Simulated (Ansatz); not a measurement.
Ansatz (a first-principles code) input file for Si(H)2(NHSiH3)(Me) (CH9NSi2), SMILES [SiH2](C)N[SiH3], PBE/def2-TZVPD. Geometry: PBE0-D3(BJ)/def2-SVP. The values are those of a single conformer.

Ansatz 0.2 input:
```yaml
crystal:
  periodic: [false, false, false]
  atoms:
    - {symbol: Si, position_ang: [0.56923022, 1.25712225, -0.00000000]}
    - {symbol: C, position_ang: [-1.28362059, 1.53120708, 0.00000001]}
    - {symbol: N, position_ang: [0.87207510, -0.46167176, 0.00000000]}
    - {symbol: Si, position_ang: [-0.26898909, -1.77478409, -0.00000000]}
    - {symbol: H, position_ang: [1.18490165, 1.90878092, 1.20159680]}
    - {symbol: H, position_ang: [1.18490164, 1.90878092, -1.20159680]}
    - {symbol: H, position_ang: [-1.75372464, 1.09053137, -0.89292314]}
    - {symbol: H, position_ang: [-1.75372464, 1.09053136, 0.89292314]}
    - {symbol: H, position_ang: [-1.50580567, 2.60948725, -0.00000001]}
    - {symbol: H, position_ang: [1.84648181, -0.74884353, 0.00000000]}
    - {symbol: H, position_ang: [-1.16226396, -1.76068902, -1.20157999]}
    - {symbol: H, position_ang: [-1.16226396, -1.76068902, 1.20157999]}
    - {symbol: H, position_ang: [0.51531973, -3.04616468, 0.00000000]}
basis:
  gaussian:
    orbitals: def2-TZVPD
hamiltonian:
  xc: {name: PBE}
```

Output:

```
WARN ansatz: RAYON_NUM_THREADS=2 ignored (pool sized by the plan → 2); use --threads N
Functional definition: PBE
integrals: 0.19 GiB planned
1362 factors; their error is unknown
mean field: 1.31 GiB planned
mean field evaluation 1: about -18403.5325 eV, gradient 9.0e1 eV
mean field evaluation 2: about -18355.4811 eV, gradient 1.5e2 eV
mean field evaluation 4: about -18419.3705 eV, gradient 1.7e1 eV
mean field evaluation 8: about -18420.0161 eV, gradient 1.8e-1 eV
mean field evaluation 16: about -18419.9887 eV, gradient 2.6e-4 eV
mean field -18419.98871753 eV, -676.9220998525 hartree, gradient 8.5e-5 eV, S^2 0.000000; 0 other end points of the search recorded, 0 dependent functions left out
reference -18419.98877760 eV, -676.9221020599 hartree; 25, 25 occupied and 216, 216 virtual orbitals, 1362 factors
Total energy: -18419.98877760 eV, -676.9221020599 hartree
```

The run converged.

Cost: about 8 core-seconds (a rough figure).
